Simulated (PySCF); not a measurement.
Isomers of C6H10NSi (doublet state), one GFN2-xTB conformer each. Single-point energies are computed at B3LYP/pcH-1 (PySCF, gas phase, no added dispersion term), electronic only. GFN2-xTB treats the open shell by occupation alone, and not every SCF solution was tested for stability.

| SMILES | GFN2-xTB relative energy (kJ/mol) |
| --- | --- |
| C=N[SiH]C#CCCC | 10.1 |
| [CH2]CC1=NCC([SiH3])=C1 | 0.0 |
| C#C/C=C(\[CH2])[SiH2]NC | 64.3 |

Conformers: `[CH2:1]=[N:2][SiH:3][C:4]#[C:5][CH2:6][CH2:7][CH3:8]` (doublet state) with C1–N2–Si3–C4 0°, C5–C6–C7–C8 -61°; `[CH2:1][CH2:2][C:3]1=[N:4][CH2:5][C:6]([SiH3:7])=[CH:8]1` (doublet state) with H–C1–C2–C3 -85° and 78°, C1–C2–C3–N4 -100°; `[CH:1]#[C:2]/[CH:3]=[C:4](\[CH2:5])[SiH2:6][NH:7][CH3:8]` (doublet state) with C3–C4–C5–H 1° and -179°, C3–C4–Si6–N7 -66°, C4–Si6–N7–C8 180°.

Problem. What does B3LYP/pcH-1 give for the same structures?

Solution. 
```
                 SMILES  B3LYP/pcH-1 E (Eh)  B3LYP/pcH-1 (kJ/mol)  GFN2-xTB (kJ/mol)  point group
[CH2]CC1=NCC([SiH3])=C1          -578.83815                   0.0                0.0           C1
C#C/C=C(\[CH2])[SiH2]NC          -578.83540                   7.2               64.3           C1
         C=N[SiH]C#CCCC          -578.83401                  10.9               10.1           C1
```

Both levels put the same isomer lowest; measured from each level's own lowest isomer, the values differ by up to 57.1 kJ/mol (C#C/C=C(\[CH2])[SiH2]NC: 64.3 against 7.2). Neighbours under 21 kJ/mol apart ([CH2]CC1=NCC([SiH3])=C1 and C#C/C=C(\[CH2])[SiH2]NC; C#C/C=C(\[CH2])[SiH2]NC and C=N[SiH]C#CCCC) can change places with a better method, another conformer or zero-point energy.
